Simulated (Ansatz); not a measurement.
`CO[SiH](C#N)OC` + H–F → `CO[SiH](F)C#N` + CH₃OH  (ligand exchange at the Si–O bond)

Program: Ansatz. Geometries: PBE0-D4/def2-TZVP. ΔE: electronic, gas phase. CBS: MP2 limit from def2 TZ/QZ plus the TZ coupled-cluster correction, frozen cores. This one scheme is used for every species. Functionals use def2-TZVPP. B3LYP here is the variant with VWN-RPA as its local correlation; programs differ in this. Each species was taken in one conformer, which may not be the lowest.

`CO[SiH](C#N)OC`:

Cartesian coordinates in Å:
```
C 0.900 2.338 0.930
O 0.883 0.925 0.898
Si -0.250 0.017 0.193
C -0.382 0.499 -1.604
N -0.482 0.801 -2.711
O 0.251 -1.514 0.292
C -0.397 -2.628 -0.288
H 0.942 2.756 -0.081
H 1.792 2.648 1.474
H 0.020 2.736 1.444
H -1.600 0.223 0.763
H 0.176 -3.519 -0.031
H -0.438 -2.538 -1.378
H -1.415 -2.743 0.099
```

H–F:

```xyz
2

F     0.103   -0.245    0.376
H    -0.103    0.245   -0.376
```

`CO[SiH](F)C#N`:

```xyz
10

C    -0.246   -1.553   -0.087
O    -0.236   -0.500    0.862
Si   -0.223    1.081    0.579
F    -1.576    1.600   -0.063
C     1.077    1.449   -0.689
N     1.909    1.641   -1.461
H     0.021   -2.473    0.433
H     0.479   -1.372   -0.886
H    -1.242   -1.665   -0.523
H     0.037    1.793    1.834
```

CH₃OH:

Cartesian coordinates in Å:
```
C -0.015 0.194 -0.298
O -0.477 -0.686 0.700
H -0.824 0.313 -1.019
H 0.860 -0.200 -0.830
H 0.235 1.185 0.101
H 0.221 -0.807 1.347
```

```
             level  ΔE (kcal/mol)  difference from CCSD(T)/CBS
            PBE-D4          -10.3                         -0.6
         r2SCAN-D4          -10.7                         -1.0
           PBE0-D4           -9.8                         -0.1
          B3LYP-D4          -10.3                         -0.6
               PBE          -11.7                         -2.0
            r2SCAN          -11.2                         -1.5
              PBE0          -11.0                         -1.3
     HF/def2-TZVPP          -12.0                         -2.3
    MP2/def2-TZVPP           -9.2                          0.5
SCS-MP2/def2-TZVPP          -10.1                         -0.4
   CCSD/def2-TZVPP          -10.2                         -0.5
     HF/def2-QZVPP          -12.2                         -2.5
SCS-MP2/def2-QZVPP          -10.1                         -0.4
      HF/CBS(def2)          -12.2                         -2.5
     MP2/CBS(def2)           -9.1                          0.6
    CCSD/CBS(def2)          -10.1                         -0.4
       CCSD(T)/CBS           -9.7                            0
```

Largest T1 diagnostic among the species: 0.013.

The D4 term adds +2.0 kcal/mol with B3LYP and +1.2 kcal/mol with PBE0; it sums over pairs of atoms, weighted by their polarisabilities, and B3LYP, whose exchange is more repulsive, gets the larger term. In def2-TZVPP, CCSD(T) changes the Hartree–Fock value by +2.2 kcal/mol (the triples alone add +0.4 kcal/mol) and MP2 by +2.9 kcal/mol.
